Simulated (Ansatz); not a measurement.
Program: Ansatz. Geometries: PBE0-D4/def2-TZVP. ΔE: electronic, gas phase. CBS: MP2 limit from def2 TZ/QZ plus the TZ coupled-cluster correction, frozen cores. This one scheme is used for every species. Functionals use def2-TZVPP.

`[BH2][Al]1[SiH2][S]1` + H₂ → `[AlH]1[SiH2][S]1` + BH₃  (hydrogenolysis of the Al–B bond)

| species | PBE0-D4 energy (Eh) |
| --- | --- |
| `[BH2][Al]1[SiH2][S]1` | -956.99254 |
| H₂ | -1.16855 |
| `[AlH]1[SiH2][S]1` | -931.60237 |
| BH₃ | -26.56681 |

**Question.** Work out ΔE.

**Answer.** ΔE = (-931.60237) + (-26.56681) − (-956.99254) − (-1.16855) = -0.00809 Eh = -21.2 kJ/mol. CCSD(T)/CBS gives -28.2 kJ/mol.

Largest T1 diagnostic among the species: 0.016.

From r2SCAN to r2SCAN0 (25 % exact exchange), in def2-TZVPP and without D4, ΔE moves by −7.3 kJ/mol. The D4 term adds +4.5 kJ/mol with B3LYP and +2.6 kJ/mol with PBE0; it sums over pairs of atoms, weighted by their polarisabilities, and B3LYP, whose exchange is more repulsive, gets the larger term. At CCSD(T), def2-SVP lies −4.7 kJ/mol from the extrapolated value and def2-TZVPP −0.7 kJ/mol.

B3LYP here is the variant with VWN-RPA as its local correlation; programs differ in this.
